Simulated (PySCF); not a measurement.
# Mo⁴⁰⁺ (molybdenum, charge +40): Hartree-Fock from Schrödinger to Dirac-Coulomb-Breit

Occupied: 1s1/2. Hartree-Fock calculated with PySCF 2.14 in an even-tempered Gaussian basis (16 s from 6.2 bohr⁻², ratio 2.7; 12 p from 7.4 bohr⁻², ratio 2.7), Gaussian nucleus throughout. NR is non-relativistic, sf-X2C the spin-free one-electron X2C Hamiltonian, X2C adds the bare one-electron spin-orbit term, X2C-SNSO screens it by Boettger's factors, DC is four-component Dirac-Coulomb, and the Gaunt and Breit terms are added at first order (total energies over the DC spinors, levels after relaxing the spinors in that mean field). QED terms are absent. Levels marked empty are virtual spinors of this ion.

```tsv
Hamiltonian	E (hartree)	E − E(DC) (hartree)	CPU seconds
NR	-1737.8217	42.5146	0.22
sf-X2C	-1779.8508	0.4854	0.12
X2C	-1779.8508	0.4854	0.12
X2C-SNSO	-1779.8508	0.4854	0.12
DC	-1780.3362	0.0000	2
DC+Gaunt	-1779.3439	0.9924	3.2
DC+Breit	-1779.3439	0.9924	28
```

Problem. Give the 2p spin-orbit interval with each Hamiltonian that has one.

Solution. X2C 133.7; X2C-SNSO 130.4; DC 128.5; DC+Gaunt 125.7; DC+Breit 125.7 (eV).

```
   level (eV)        NR    sf-X2C       X2C  X2C-SNSO        DC  DC+Gaunt  DC+Breit
        1s1/2  -23290.1  -23842.7  -23842.7  -23842.7  -23855.7  -23829.0  -23829.0
2s1/2 (empty)   -5551.6   -5716.4   -5716.4   -5716.4   -5717.7   -5714.8   -5715.2
2p1/2 (empty)   -5474.1   -5543.1   -5634.5   -5632.2   -5631.3   -5625.3   -5626.3
2p3/2 (empty)   -5474.1   -5543.1   -5500.8   -5501.8   -5502.8   -5499.7   -5500.6
3s1/2 (empty)   -2442.1   -2500.2   -2500.2   -2500.2   -2500.6   -2499.8   -2499.9
```

Weight of the small component: 1s1/2 0.0237, 2s1/2 0.00562, 2p1/2 0.00558, 2p3/2 0.00545, 3s1/2 0.00247.

Koopmans' value for the highest occupied level at DC+Breit: 23829.0 eV, against an ionisation energy of 23810.7 eV (theoretical estimate listed by NIST; NIST Atomic Spectra Database, ionization energies); the former lacks relaxation, correlation, QED and recoil.

The whole ladder took 34 s of wall time on 1 thread of Neoverse-V1 (shared host), launched as `OMP_NUM_THREADS=1 python relrun2.py TASK.json OUT` (a driver that calls PySCF for each Hamiltonian).
